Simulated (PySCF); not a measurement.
CH₆SeSi (SMILES C[SiH2][SeH]), singlet, geometry from GFN2-xTB, with bond 9-3 at 1.8 times its length; PySCF with CASSCF(8,9)/STO-3G.

The PySCF input:
```python
from pyscf import gto, scf, mcscf
import numpy

mol = gto.Mole()
mol.atom = '''
    Si   -0.966863    0.736661    0.349138
    C    -2.267131   -0.642804    0.373701
    Se    1.054549   -0.157923   -0.285683
    H    -1.228497    1.746522   -0.670433
    H    -0.792974    1.329222    1.674949
    H    -2.025222   -1.401960    1.113221
    H    -3.246160   -0.243037    0.616497
    H    -2.336314   -1.133144   -0.593753
    H     0.800439   -2.366064    1.025203
'''
mol.basis = 'sto-3g'
mol.charge = 0
mol.spin = 0
mol.verbose = 4
mol.build()

mf = scf.RHF(mol)
mf.kernel()
mc = mcscf.CASSCF(mf, 9, 8)
mc.fix_spin_(ss=0.0)
mc.kernel()
occ = numpy.linalg.eigvalsh(mc.fcisolver.make_rdm1(mc.ci, mc.ncas, mc.nelecas))[::-1]
ss = mc.fcisolver.spin_square(mc.ci, mc.ncas, mc.nelecas)[0]
print('natural occupations', occ.round(4), ' <S^2>', round(ss, 4))
```

What does PySCF print? Leave out banner, timings and long lists.


```
PySCF version 2.14.0

[INPUT] verbose = 4
[INPUT] num. atoms = 9
[INPUT] num. electrons = 60
[INPUT] charge = 0
[INPUT] spin (= nelec alpha-beta = 2S) = 0
[INPUT] symmetry False subgroup None
[INPUT] Mole.unit = angstrom
[INPUT] Symbol           X                Y                Z      unit          X                Y                Z       unit  Magmom
[INPUT]  1 Si    -0.966863000000   0.736661000000   0.349138000000 AA   -1.827106269975   1.392087536648   0.659775199678 Bohr   0.0
[INPUT]  2 C     -2.267131000000  -0.642804000000   0.373701000000 AA   -4.284256678511  -1.214723511775   0.706192542476 Bohr   0.0
[INPUT]  3 Se     1.054549000000  -0.157923000000  -0.285683000000 AA    1.992808794934  -0.298431218770  -0.539862628444 Bohr   0.0
[INPUT]  4 H     -1.228497000000   1.746522000000  -0.670433000000 AA   -2.321522874850   3.300448250528  -1.266934754871 Bohr   0.0
[INPUT]  5 H     -0.792974000000   1.329222000000   1.674949000000 AA   -1.498503683901   2.511865538747   3.165194882614 Bohr   0.0
[INPUT]  6 H     -2.025222000000  -1.401960000000   1.113221000000 AA   -3.827114921444  -2.649320437595   2.103682806114 Bohr   0.0
[INPUT]  7 H     -3.246160000000  -0.243037000000   0.616497000000 AA   -6.134353356518  -0.459273368136   1.165010486616 Bohr   0.0
[INPUT]  8 H     -2.336314000000  -1.133144000000  -0.593753000000 AA   -4.414993600987  -2.141331819694  -1.122030555639 Bohr   0.0
[INPUT]  9 H      0.800439000000  -2.366064000000   1.025203000000 AA    1.512610489421  -4.471212953193   1.937352892082 Bohr   0.0

nuclear repulsion = 233.275042368238
number of shells = 22
number of NR pGTOs = 114
number of NR cGTOs = 38
basis = sto-3g
ecp = {}

******** <class 'pyscf.scf.hf.RHF'> ********
method = RHF
initial guess = minao
damping factor = 0
level_shift factor = 0
DIIS = <class 'pyscf.scf.diis.CDIIS'>
diis_start_cycle = 1
diis_space = 8
diis_damp = 0
SCF conv_tol = 1e-09
SCF conv_tol_grad = None
SCF max_cycles = 50
direct_scf = True
direct_scf_tol = 1e-13
Set gradient conv threshold to 3.16228e-05
Initial guess from minao.
init E= -2696.07991943491
  HOMO = -0.41469202574472  LUMO = -0.216103612744951  gap/eV = 5.40387
cycle= 1 E= -2699.58437670875  delta_E= -3.5  |g|= 0.47  |ddm|= 3.25
  HOMO = -0.0108348358769083  LUMO = 0.0501126571183669  gap/eV = 1.65847
cycle= 2 E= -2699.72612108888  delta_E= -0.142  |g|= 0.372  |ddm|= 2.62
  HOMO = -0.187618843412075  LUMO = 0.0638369057968582  gap/eV = 6.84246
cycle= 3 E= -2699.87602673276  delta_E= -0.15  |g|= 0.0336  |ddm|= 1.18
  HOMO = -0.248792359846066  LUMO = 0.0971661988993677  gap/eV = 9.41401
cycle= 4 E= -2699.87708371468  delta_E= -0.00106  |g|= 0.00898  |ddm|= 0.109
  HOMO = -0.244679049892698  LUMO = 0.0885169137864551  gap/eV = 9.06672
cycle= 5 E= -2699.87718856876  delta_E= -0.000105  |g|= 0.0039  |ddm|= 0.0296
  HOMO = -0.244001444950892  LUMO = 0.0870929769201291  gap/eV = 9.00954
cycle= 6 E= -2699.87722103881  delta_E= -3.25e-05  |g|= 0.00136  |ddm|= 0.021
  HOMO = -0.245052226955064  LUMO = 0.0879521446821155  gap/eV = 9.06151
cycle= 7 E= -2699.87722546574  delta_E= -4.43e-06  |g|= 0.000294  |ddm|= 0.00955
  HOMO = -0.244849008386368  LUMO = 0.0877474214812313  gap/eV = 9.05041
cycle= 8 E= -2699.87722562336  delta_E= -1.58e-07  |g|= 8.25e-05  |ddm|= 0.00169
  HOMO = -0.244821948845016  LUMO = 0.0877244180477261  gap/eV = 9.04905
cycle= 9 E= -2699.87722564424  delta_E= -2.09e-08  |g|= 4.9e-05  |ddm|= 0.000577
  HOMO = -0.244838528952024  LUMO = 0.0877464428417876  gap/eV = 9.05010
cycle= 10 E= -2699.87722565561  delta_E= -1.14e-08  |g|= 2.57e-05  |ddm|= 0.000517
  HOMO = -0.244843965746821  LUMO = 0.0877425190031911  gap/eV = 9.05014
cycle= 11 E= -2699.87722565968  delta_E= -4.07e-09  |g|= 2.51e-06  |ddm|= 0.000512
  HOMO = -0.244844656346304  LUMO = 0.0877419390520665  gap/eV = 9.05014
cycle= 12 E= -2699.8772256597  delta_E= -1.68e-11  |g|= 4.66e-07  |ddm|= 2.91e-05
  HOMO = -0.244844694613558  LUMO = 0.0877418785382716  gap/eV = 9.05014
Extra cycle  E= -2699.8772256597  delta_E= -3.64e-12  |g|= 1.85e-07  |ddm|= 1.4e-06
converged SCF energy = -2699.8772256597

******** <class 'pyscf.mcscf.mc1step.CASSCF'> ********
CAS (4e+4e, 9o), ncore = 26, nvir = 3
max_cycle_macro = 50
max_cycle_micro = 4
conv_tol = 1e-07
conv_tol_grad = None
orbital rotation max_stepsize = 0.02
orbital rotation threshold for CI restart = 0.01
augmented hessian ah_max_cycle = 30
augmented hessian ah_conv_tol = 1e-12
augmented hessian ah_linear dependence = 1e-14
augmented hessian ah_level shift = 1e-08
augmented hessian ah_start_tol = 2.5
augmented hessian ah_start_cycle = 3
augmented hessian ah_grad_trust_region = 3
kf_trust_region = 3
kf_interval = 4
ci_response_space = 4
ci_grad_trust_region = 3
with_dep4 0
natorb = False
canonicalization = True
sorting_mo_energy = False
ao2mo_level = 2
internal_rotation = False
******** <class 'pyscf.fci.addons.SpinPenaltyFCISolver'> ********
max. cycles = 50
conv_tol = 1e-08
davidson only = True
linear dependence = 1e-12
level shift = 0.001
max iter space = 12
nroots = 1
pspace_size = 400
spin = None
CASCI E = -2700.01037746572  S^2 = 0.0000000
Set conv_tol_grad to 0.000316228
macro iter   1 ( 21 JK    4 micro), CASSCF E = -2700.02013941467  dE = -9.76194895e-03  S^2 = 0.0000000
               |grad[o]|= 0.05  |grad[c]|=0.0516  |ddm|=0.0263  |maxRot[o]|=0.268
macro iter   2 ( 21 JK    4 micro), CASSCF E = -2700.02120892961  dE = -1.06951494e-03  S^2 = 0.0000000
               |grad[o]|=0.0156  |grad[c]|=0.0146  |ddm|=0.00538  |maxRot[o]|=0.148
macro iter   3 ( 21 JK    4 micro), CASSCF E = -2700.02138544073  dE = -1.76511119e-04  S^2 = 0.0000000
               |grad[o]|=0.00376  |grad[c]|=0.00805  |ddm|=0.0023  |maxRot[o]|=0.0326
macro iter   4 ( 21 JK    4 micro), CASSCF E = -2700.02142990332  dE = -4.44625939e-05  S^2 = 0.0000000
               |grad[o]|=0.00249  |grad[c]|=0.00766  |ddm|=0.000954  |maxRot[o]|=0.0406
macro iter   5 ( 21 JK    4 micro), CASSCF E = -2700.02147922759  dE = -4.93242687e-05  S^2 = 0.0000000
               |grad[o]|=0.00207  |grad[c]|=0.0073  |ddm|=0.00136  |maxRot[o]|=0.0784
macro iter   6 ( 21 JK    4 micro), CASSCF E = -2700.02172099485  dE = -2.41767264e-04  S^2 = 0.0000000
               |grad[o]|=0.00197  |grad[c]|=0.00957  |ddm|=0.00193  |maxRot[o]|=0.188
macro iter   7 ( 21 JK    4 micro), CASSCF E = -2700.02377579029  dE = -2.05479544e-03  S^2 = 0.0000000
               |grad[o]|=0.00282  |grad[c]|=0.0173  |ddm|=0.0135  |maxRot[o]|=0.265
macro iter   8 ( 21 JK    4 micro), CASSCF E = -2700.03119850040  dE = -7.42271011e-03  S^2 = 0.0000000
               |grad[o]|=0.00707  |grad[c]|=0.0183  |ddm|=0.0305  |maxRot[o]|=0.311
macro iter   9 ( 21 JK    4 micro), CASSCF E = -2700.03565305866  dE = -4.45455827e-03  S^2 = 0.0000000
               |grad[o]|=0.0119  |grad[c]|=0.0136  |ddm|=0.00768  |maxRot[o]|=0.189
macro iter  10 ( 21 JK    4 micro), CASSCF E = -2700.03655026910  dE = -8.97210434e-04  S^2 = 0.0000000
               |grad[o]|=0.00806  |grad[c]|=0.0155  |ddm|=0.00461  |maxRot[o]|=0.152
macro iter  11 ( 21 JK    4 micro), CASSCF E = -2700.03664338941  dE = -9.31203108e-05  S^2 = 0.0000000
               |grad[o]|=0.00633  |grad[c]|=0.0105  |ddm|=0.00256  |maxRot[o]|=0.022
macro iter  12 ( 21 JK    4 micro), CASSCF E = -2700.03664278208  dE =  6.07331458e-07  S^2 = 0.0000000
               |grad[o]|=0.0059  |grad[c]|=0.0107  |ddm|=0.00221  |maxRot[o]|=0.0205
macro iter  13 ( 19 JK    4 micro), CASSCF E = -2700.03734578743  dE = -7.03005357e-04  S^2 = 0.0000000
               |grad[o]|=0.00567  |grad[c]|=0.00478  |ddm|=0.00204  |maxRot[o]|=0.0376
macro iter  14 ( 17 JK    4 micro), CASSCF E = -2700.03777849713  dE = -4.32709693e-04  S^2 = 0.0000000
               |grad[o]|=0.00406  |grad[c]|=0.00419  |ddm|=0.0019  |maxRot[o]|=0.0361
macro iter  15 ( 14 JK    4 micro), CASSCF E = -2700.03795809762  dE = -1.79600494e-04  S^2 = 0.0000000
               |grad[o]|=0.00261  |grad[c]|=0.00559  |ddm|=0.00214  |maxRot[o]|=0.0231
macro iter  16 ( 11 JK    4 micro), CASSCF E = -2700.03806571360  dE = -1.07615982e-04  S^2 = 0.0000000
               |grad[o]|=0.00175  |grad[c]|=0.00295  |ddm|=0.0014  |maxRot[o]|=0.0191
macro iter  17 ( 10 JK    2 micro), CASSCF E = -2700.03810405103  dE = -3.83374263e-05  S^2 = 0.0000000
               |grad[o]|=0.000932  |grad[c]|=0.000831  |ddm|=0.000735  |maxRot[o]|=0.0209
macro iter  18 (  6 JK    1 micro), CASSCF E = -2700.03810560139  dE = -1.55036150e-06  S^2 = 0.0000000
               |grad[o]|=0.000192  |grad[c]|=0.000397  |ddm|=0.000164  |maxRot[o]|=0.00524
macro iter  19 (  4 JK    1 micro), CASSCF E = -2700.03810562730  dE = -2.59128683e-08  S^2 = 0.0000000
               |grad[o]|=4.01e-05  |grad[c]|=8.78e-05  |ddm|=3.21e-05  |maxRot[o]|=0.000815
1-step CASSCF converged in  19 macro (333 JK  68 micro) steps
CASSCF canonicalization
Density matrix diagonal elements [1.97636693 1.96401888 1.95539212 1.52813891 0.50069374 0.02712107
 0.01998147 0.02077656 0.00751033]
CASSCF energy = -2700.03810562730
CASCI E = -2700.03810562730  E(CI) = -10.8197171223064  S^2 = 0.0000000
natural occupations [1.9805e+00 1.9734e+00 1.9717e+00 1.5014e+00 4.9870e-01 3.0700e-02
 2.2200e-02 1.9900e-02 1.5000e-03]  <S^2> 0.0
```
